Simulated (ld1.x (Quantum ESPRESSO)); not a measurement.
**Transferability test, PAW potential for Cr (Z = 24)**

```
Element                 : chromium (Cr)
Generator               : ld1.x (Quantum ESPRESSO) 7.5
Type                    : PAW
Functional              : LDA (PZ)
Relativity              : scalar-relativistic
Frozen core             : [Ne] 3s2
Valence charge          : 12
Reference configuration : 3p6 3d5 4s0 4p0 (charge +1)
Partial waves           : 4s (bound, empty): rcut 2.00, rcutus 2.40 bohr; 4s channel at 3.85 Ry: rcut 2.00, rcutus 2.40 bohr; 3p (bound): rcut 1.60, rcutus 1.75 bohr; 4p (bound, empty): rcut 1.60, rcutus 1.75 bohr; 3d (bound): rcut 1.15, rcutus 1.40 bohr; 3d channel at -0.35 Ry: rcut 1.15, rcutus 1.40 bohr
Local potential         : all-electron potential smoothed inside 1.70 bohr (lloc = -1)
Core correction         : Bessel-smoothed model core inside 1.40 bohr
Augmentation charge     : BESSEL, radius 1.00 bohr
```

Energies are relative to the spin-unpolarised reference configuration 3p6 3d5 4s0 4p0; without spin polarisation the order of configurations can differ from experiment. Spin-polarised rows fill each open shell by Hund’s rule, majority spin first. Not all tests gave a result: 1 of 9 tests not solved or not reliable. Left out of the table: 3p6 3d2 4s0 4p0 (solver errors, printed error -807 eV).

Question: Give the all-electron excitation energy and the error of the potential for: 3p6 3d5 4s1 4p0; 3p6 3d4 4s0 4p0; 3p6 3d3 4s0 4p0; 3p6 3d4 4s2 4p0; 3p5 3d5 4s1 4p0; 3p6 3d4 4s1 4p0; 3p6 3d5 4s0 4p0 (spin-polarised); 3p6 3d5 4s1 4p0 (spin-polarised).

Answer:

```
           valence configuration  charge  ΔE all-electron (eV)  error AE − PS (meV)
                 3p6 3d5 4s1 4p0       0                -7.140                 +4.1
                 3p6 3d4 4s0 4p0      +2                16.343                  -15
                 3p6 3d3 4s0 4p0      +3                47.369                 -120
                 3p6 3d4 4s2 4p0       0                -7.198                  +29
                 3p5 3d5 4s1 4p0      +1                44.329                 +5.3
                 3p6 3d4 4s1 4p0      +1                 1.111                 +8.0
3p6 3d5 4s0 4p0 (spin-polarised)      +1                -4.455                 -6.5
3p6 3d5 4s1 4p0 (spin-polarised)       0               -12.057                 +1.7
```
